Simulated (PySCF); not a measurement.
**Electronic structure of Sc⁺ (scandium, charge +1) at the LDA level**

Configuration: [Ar] 3d1 4s1, high-spin 3D determinant. Computed with PySCF 2.14 in x2c-TZVPPall, with the spin-free X2C one-electron Hamiltonian (Gaussian nucleus).

```json
{"Total energy": "-761.947 hartree", "One-electron energy": "-1039.517 hartree", "Hartree (Coulomb) energy": "314.631 hartree", "Exchange-correlation energy": "-37.061 hartree", "⟨S²⟩": "2.0002", "⟨L²⟩": "6.010", "Sum of ⟨r⟩": "16.88 bohr", "Sum of ⟨r²⟩": "29.60 bohr²", "Traceless quadrupole moment −½Σ⟨3z² − r²⟩ along its main axis": "1.12 e·bohr²", "Langevin diamagnetic susceptibility": "-23.4 ×10⁻⁶ cm³/mol"}
```

| shell | electrons | mean orbital energy (hartree) | spread (hartree) | rms radius, mean of both spins (bohr) |
| --- | --- | --- | --- | --- |
| 1s α | 1 | -161.30239 | 0 | 0.0845 |
| 1s β | 1 | -161.30089 | 0 | 0.0845 |
| 2s α | 1 | -17.64409 | 0 | 0.374 |
| 2s β | 1 | -17.63429 | 0 | 0.374 |
| 2p α | 3 | -14.52628 | 0.01148 | 0.342 |
| 2p β | 3 | -14.51826 | 0.01721 | 0.342 |
| 3s α | 1 | -2.28676 | 0 | 1.16 |
| 3s β | 1 | -2.25603 | 0 | 1.16 |
| 3p α | 3 | -1.50919 | 0.01931 | 1.27 |
| 3p β | 3 | -1.47723 | 0.04286 | 1.27 |
| 3d α | 1 | -0.39266 | 0 | 1.96 |
| 4s α | 1 | -0.38222 | 0 | 3.53 |

Densities and radii are taken from the X2C orbitals without a picture-change correction, which distorts them close to the nucleus.
